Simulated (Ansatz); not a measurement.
Start from `C[O][AlH][Br]` and change one element to get `C[O][AlH][F]`.

Ansatz, PBE0-D4/def2-TZVP geometries, multiplicity 1. Each molecule was computed in one conformer, which needn't be the lowest.

Scalar relativity is left out up to krypton.

| property | `C[O][AlH][Br]` |
| --- | --- |
| HOMO–LUMO gap (B3LYP/def2-TZVPP) / eV | 7.10 |
| HOMO energy (ωB97M-V/def2-TZVPP) / eV | -10.76 |
| HOMO–LUMO gap (ωB97M-V/def2-TZVPP) / eV | 11.49 |
| HOMO energy (PBE0/def2-TZVPP) / eV | -8.42 |
| size of the dipole moment (B3LYP/def2-TZVPP) / D | 1.05 |
| HOMO energy (PBE/def2-TZVPP) / eV | -6.95 |

(1) Give the same properties after the change, and the shifts. (Estimate.)

Results:

(1) Ansatz gave: 
```json
{"property": "HOMO–LUMO gap (B3LYP/def2-TZVPP) / eV", "`C[O][AlH][F]`": "7.56", "shift": "0.46"}
{"property": "HOMO energy (ωB97M-V/def2-TZVPP) / eV", "`C[O][AlH][F]`": "-10.89", "shift": "-0.13"}
{"property": "HOMO–LUMO gap (ωB97M-V/def2-TZVPP) / eV", "`C[O][AlH][F]`": "11.99", "shift": "0.50"}
{"property": "HOMO energy (PBE0/def2-TZVPP) / eV", "`C[O][AlH][F]`": "-8.46", "shift": "-0.04"}
{"property": "size of the dipole moment (B3LYP/def2-TZVPP) / D", "`C[O][AlH][F]`": "1.15", "shift": "0.10"}
{"property": "HOMO energy (PBE/def2-TZVPP) / eV", "`C[O][AlH][F]`": "-6.94", "shift": "0.01"}
```

Dipoles are sizes alone; their direction can turn.

B3LYP here is the variant with VWN-RPA as its local correlation; programs differ in this.

Spin–orbit coupling is left out; it splits and shifts lone-pair levels of the heavy atoms by tenths of an eV.
